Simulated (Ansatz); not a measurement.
A nudged elastic band was laid between two geometries of AlFH2O2 + H4Si (11 atoms, charge 0, multiplicity 1).

All numbers below come from RKS revPBE-D4/def2-SVP (Ansatz 0.2.0).

| Quantity | Value |
| --- | --- |
| movable images | 7 |
| climbing image | yes |
| spring | 5.0 eV/Å² |
| optimiser | quadratic models (default) |
| start path | through a guess of the saddle point |
| force threshold | 0.05 eV/Å |
| iteration limit | 60 |
| end points | relaxed |

First end point:

```xyz
11
Properties=species:S:1:pos:R:3
Al 0.033 -0.415 0.287
F -0.345 -1.363 1.628
O 1.692 -0.244 -0.134
H 1.938 0.072 -1.018
O -1.201 0.082 -0.815
H -2.125 -0.163 -0.652
Si 0.084 2.575 0.962
H 1.146 3.224 1.797
H 0.488 2.518 -0.474
H -1.244 3.252 1.126
H -0.084 1.179 1.546
```

Last end point:

```xyz
11
Properties=species:S:1:pos:R:3
Al -0.031 0.388 -0.170
F 0.181 -0.104 1.862
O 1.446 -0.205 -0.843
H 1.560 -1.078 -1.248
O -1.615 -0.215 -0.508
H -1.806 -1.046 -0.967
Si 0.071 2.681 0.700
H 0.251 2.405 2.221
H 1.268 3.535 0.378
H -1.170 3.534 0.668
H 0.227 0.823 2.163
```

What changes between the two ends?

Bonds broken: Si7–H11. Bonds formed: Al1–Si7, F2–H11. AlFH2O2 + H4Si becomes AlFH6O2Si.

What energy profile does the band end with?

The forces met the threshold. The highest image is number 5 of 0 to 8, 36.7 kcal/mol above the first end and 5.3 kcal/mol above the last; the last end lies 31.4 kcal/mol above the first. A structure lower than the first end lies on the path between it and the top, so the climb from that side starts below the end, which may itself be a saddle point or a shallow side well. A vibrational analysis at the climbing image gives one clearly imaginary mode, 434i cm⁻¹: a first-order saddle point. The orbitals stay closed-shell, which can raise the energy where a bond breaks towards radicals; this wasn't checked here.

```csv
image,path coordinate (Å),energy (kcal/mol),Si7–H11 (Å),Al1–Si7 (Å),F2–H11 (Å)
0,0.00,0.0,1.52,3.07,2.56
1,0.58,-0.1,1.52,3.06,2.59
2,1.17,0.1,1.52,3.13,2.47
3,1.75,2.7,1.52,3.11,2.15
4,2.34,17.9,1.63,2.82,1.64
5,2.93,36.7,2.06,2.58,1.08
6,4.00,32.2,2.48,2.46,0.96
7,5.07,31.7,2.36,2.47,0.98
8,6.12,31.4,2.37,2.45,0.98
```

What is the geometry of the highest image?


```xyz
11
Properties=species:S:1:pos:R:3
Al 0.112 0.091 0.042
F -0.009 -0.414 1.908
O 1.696 -0.391 -0.421
H 1.894 -0.661 -1.331
O -1.267 -0.330 -0.897
H -2.144 0.061 -0.767
Si 0.015 2.507 0.946
H 0.771 3.022 2.148
H 0.683 3.116 -0.266
H -1.389 3.050 1.017
H 0.019 0.666 1.876
```

The run took 88 s on 4 threads of AMD EPYC 9R45 96-Core Processor (Zen 5) (shared host), peak memory 0.17 GiB.
